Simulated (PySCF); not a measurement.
HgCl2, SMILES [Cl][Hg][Cl].

Coordinates come from a B3LYP-D3(BJ)/def2-TZVP optimisation. The isomer is the one that the SMILES or the coordinates give; other isomers of the formula were not compared. The def2 effective core potentials stand for the cores of Hg; spin–orbit coupling is left out.

Calculation: TDDFT-LC-ωPBE/def2-SVPD (PySCF 2.14.0).

Vertical excitations; the highest root listed may be one member of a degenerate set.  State labels are in the subgroup D2h.

Question: Estimate the UV-visible absorptions. (An estimate is asked for; the answer gives what the named calculation found.)

Answer: 
```json
[
 {"state": "S1", "symmetry": "B2g", "energy (eV)": "5.60", "λ (nm)": "221", "f": "0.000", "main pairs": "HOMO−1→LUMO (degenerate set)"},
 {"state": "S2", "symmetry": "B3g", "energy (eV)": "5.60", "λ (nm)": "221", "f": "0.000", "main pairs": "HOMO→LUMO (degenerate set)"},
 {"state": "S3", "symmetry": "B2u", "energy (eV)": "6.35", "λ (nm)": "195", "f": "0.025", "main pairs": "HOMO−3→LUMO (degenerate set)"},
 {"state": "S4", "symmetry": "B3u", "energy (eV)": "6.35", "λ (nm)": "195", "f": "0.025", "main pairs": "HOMO−2→LUMO (degenerate set)"},
 {"state": "S5", "symmetry": "B1u", "energy (eV)": "7.52", "λ (nm)": "165", "f": "0.246", "main pairs": "HOMO−4→LUMO 58 %, HOMO→LUMO+1 19 %, HOMO−1→LUMO+2 19 %"},
 {"state": "S6", "symmetry": "Ag", "energy (eV)": "7.84", "λ (nm)": "158", "f": "0.000", "main pairs": "HOMO−5→LUMO 85 %"},
 {"state": "S7", "symmetry": "Au", "energy (eV)": "8.02", "λ (nm)": "155", "f": "0.000", "main pairs": "HOMO→LUMO+2, HOMO−1→LUMO+1 (degenerate set)"},
 {"state": "S8", "symmetry": "B1u", "energy (eV)": "8.02", "λ (nm)": "155", "f": "0.000", "main pairs": "HOMO−1→LUMO+2, HOMO→LUMO+1 (degenerate set)"},
 {"state": "S9", "symmetry": "Au", "energy (eV)": "8.03", "λ (nm)": "154", "f": "0.000", "main pairs": "HOMO−1→LUMO+1 48 %, HOMO→LUMO+2 48 %"},
 {"state": "S10", "symmetry": "B1g", "energy (eV)": "8.77", "λ (nm)": "141", "f": "0.000", "main pairs": "HOMO−3→LUMO+2 48 %, HOMO−2→LUMO+1 48 %"},
 {"state": "T1", "symmetry": "B3g", "energy (eV)": "5.12", "λ (nm)": "242", "f": "0", "main pairs": "HOMO→LUMO (degenerate set)"},
 {"state": "T2", "symmetry": "B2g", "energy (eV)": "5.12", "λ (nm)": "242", "f": "0", "main pairs": "HOMO−1→LUMO (degenerate set)"},
 {"state": "T3", "symmetry": "B2u", "energy (eV)": "5.82", "λ (nm)": "213", "f": "0", "main pairs": "HOMO−3→LUMO (degenerate set)"},
 {"state": "T4", "symmetry": "B3u", "energy (eV)": "5.82", "λ (nm)": "213", "f": "0", "main pairs": "HOMO−2→LUMO (degenerate set)"}
]
```
Triplets are in the Tamm–Dancoff approximation, which puts them higher than full response would, so one can lie above its singlet here.
